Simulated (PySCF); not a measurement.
**Static response to an electric field**

Compound: C₂H₁₀OSi₃.
Cartesian coordinates in Å at the GFN2-xTB level; atoms count from 1:
```
atom  x, y, z in Å
Si1   -1.7310   -2.0188   -0.0446
C2     0.0752   -1.5371   -0.2322
C3     0.4416   -0.2538   -0.1492
Si4    2.2227    0.3564   -0.3359
O5    -0.5591    0.6471    0.0555
Si6   -0.6405    2.2054    0.4767
H7    -2.5398   -1.3784   -1.0845
H8    -1.8165   -3.4770   -0.1844
H9    -2.2249   -1.6249    1.2778
H10    0.8414   -2.2762   -0.4065
H11    2.5836    1.1771    0.8226
H12    3.0762   -0.8278   -0.4119
H13    2.3380    1.1579   -1.5572
H14    0.1380    3.0478   -0.4363
H15   -2.0759    2.4122    0.3600
H16   -0.1364    2.3990    1.8388
```

Level: wB97X-D/def2-SVPD (PySCF), static field, nuclei fixed, core orbitals frozen in the response. The polarisability tensor in these axes (au):

```
x   117.36  12.29  -3.24
y    12.29 123.83   3.32
z    -3.24   3.32  87.30
```

Give the principal values, the mean and the anisotropy Δα = √{½[(α1 − α2)² + (α2 − α3)² + (α1 − α3)²]}.

Principal values 86.31, 108.86 and 133.31 au; mean 109.49 au = 16.23 Å³ = 18.05 × 10⁻⁴⁰ C²·m²/J; Δα = 40.71 au (37 % of the mean).

What is the dipole moment, and where does it point?

(1.06, 0.95, 0.09) D, 1.43 D in size, pointing from the negative to the positive side. Measured along this direction, the outermost atoms are H8 at the negative end and H11 at the positive end.

What depolarisation ratio follows for Rayleigh scattering of linearly polarised light, taking the static tensor?

ρ = 3Δα²/(45ᾱ² + 4Δα²) = 4970.8/(539507 + 6627.8) = 0.0091.

What would n − 1 = 2πNα be for an ideal gas of these molecules at 350 K and 1 atm, electronic part alone?

N = p/kT = 2.0968 × 10¹⁹ cm⁻³, so n − 1 = 2π × N × 16.23 × 10⁻²⁴ cm³ = 2138 × 10⁻⁶ at long wavelengths.

Orientational against electronic polarisability at 400 K (dilute gas, rigid molecules)?

In Gaussian units μ²/3kT = 12.31 Å³ against 16.23 Å³, a ratio of 0.76; the Debye molar polarisation (4π/3)N_A(α + μ²/3kT) is 72.0 cm³/mol, leaving out the vibrational part.

What molar refraction does this α imply?

Lorentz–Lorenz: R = (4π/3)N_A α = 2.5225 cm³/(mol·Å³) × 16.23 Å³ = 40.9 cm³/mol, in the limit of long wavelengths.

Find the Langevin capture rate constant for O2+ (31.990 u) meeting this molecule (134.004 u), k = 2.342 × 10⁻⁹ cm³/s × √(α in Å³ / reduced mass in u).

The reduced mass is 25.82 u, so k = 1.86 × 10⁻⁹ cm³/s. The formula leaves out the permanent dipole, which adds to the capture rate.

Isolated species at its GFN2-xTB geometry (one conformer only).

The run behind these numbers computed excited states as well. Time: 78 s of wall time; peak memory 0.90 GiB. Hardware: one thread, Arm Neoverse N1 (aarch64), no GPU, on a shared host.
